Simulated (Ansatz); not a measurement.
`C[NH][GeH2][F]` → `[F][GeH3]` + `C=N` at 700 K and 1 bar (β-hydride elimination).

Calculated with Ansatz (gas phase, PBE0-D4/def2-TZVP geometries, no zero-point term in ΔE). CBS: MP2 limit from def2 TZ/QZ plus the TZ coupled-cluster correction, frozen cores. This one scheme is used for every species. For Ge outer-core shells are correlated without core-valence functions, which leaves a few kJ/mol of doubt a bond. Scalar relativity is left out up to krypton. One conformer a species, not always the lowest.

```json
{"species": "`C[NH][GeH2][F]`", "CCSD(T)/CBS energy (Eh)": "-2272.30685", "H − E (kJ/mol)": "261.3", "S (J/(mol·K))": "437.1"}
{"species": "`[F][GeH3]`", "CCSD(T)/CBS energy (Eh)": "-2177.72589", "H − E (kJ/mol)": "105.3", "S (J/(mol·K))": "308.2"}
{"species": "`C=N`", "CCSD(T)/CBS energy (Eh)": "-94.52360", "H − E (kJ/mol)": "135.6", "S (J/(mol·K))": "268.6"}
```

H − E and S are ideal-gas, rigid-rotor, harmonic terms from PBE0-D4/def2-TZVP, for one conformer and one mirror image of each species. 1 Eh = 2625.50 kJ/mol, R = 8.31446 J/(mol·K).

Problem. By hand: ΔE, ΔH, ΔS and ΔG.

Solution. ΔE = (-2177.72589) + (-94.52360) − (-2272.30685) = 0.05736 Eh = 150.6 kJ/mol. Δ(H − E) = 105.3 + 135.6 − 261.3 = -20.4, so ΔH = 130.2 kJ/mol. ΔS = 308.2 + 268.6 − 437.1 = 139.7 J/(mol·K). ΔG = 130.2 − 700 × (139.7)/1000 = 32.4 kJ/mol.

Problem. By hand: the equilibrium constant, and the temperature at which ΔG would vanish if ΔH and ΔS stayed fixed.

Solution. log₁₀ K = −ΔG/(RT ln 10) = -2.4. ΔG = 0 at ΔH/ΔS = 932 K.

The number of gas molecules changes by +1, which sets the sign of ΔS. A doubt of 5 kJ/mol in ΔE shifts log₁₀ K by 0.4 here. Other conformers and mirror images would add mixing entropy, several J/(mol·K) or more a flexible species. These are equilibria of isolated gas molecules and say nothing of rates. Largest T1 diagnostic: 0.012 (customary marks: 0.02 for closed shells, 0.045 for open ones).
